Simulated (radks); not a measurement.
Problem. Numerical settings for neutral neodymium, [Xe] 4f4 6s2. Calculated with a radial shooting solver on a logarithmic mesh with Libxc functionals: non-relativistic Kohn-Sham, LDA (Slater exchange, Perdew-Wang correlation), spin-polarised, spherical densities, point nucleus; open shells are filled with parallel spins first (spin-orbit coupling, left out, can overturn this in heavy ions); relativity is left out, which matters for an element this heavy. The defaults (mesh step 0.008 in ln r, mesh end at 40 bohr or more with all orbitals vanishing there, Anderson mixing 0.5 over 9 steps, residual threshold near 1e-9 with the energy settled to 1e-9 hartree or 1e-11 of itself, here a cap of 70 iterations) give E = -9280.3811 hartree and 6s at -3.350 eV in 14 iterations. Run on one thread of a shared host, so times are rough (Arm Neoverse N1): 0.27 s of CPU time, 0.27 s wall, 14 iterations on 2728 mesh points. One setting is changed at a time: mesh step in ln r 0.005; mesh step in ln r 0.012; mesh step in ln r 0.12; mesh end (bohr) 5; mesh end (bohr) 1; residual threshold 0.01; residual threshold 0.001; mixing 1; linear mixing, mixing 0.2; linear mixing, mixing 0.05; mixing history 3; iteration cap 3. Which runs fail to converge, and which converge to a wrong energy?

Solution. Not converged within the cap: mesh step in ln r 0.12; linear mixing, mixing 0.2; linear mixing, mixing 0.05; iteration cap 3. Settled on a wrong energy, with an occupied level pushed above zero by the early mesh end: mesh end (bohr) 5 (+0.425 hartree); mesh end (bohr) 1 (+411 hartree). Apart from these: no run marked as converged misses the energy by more than 1 mhartree.
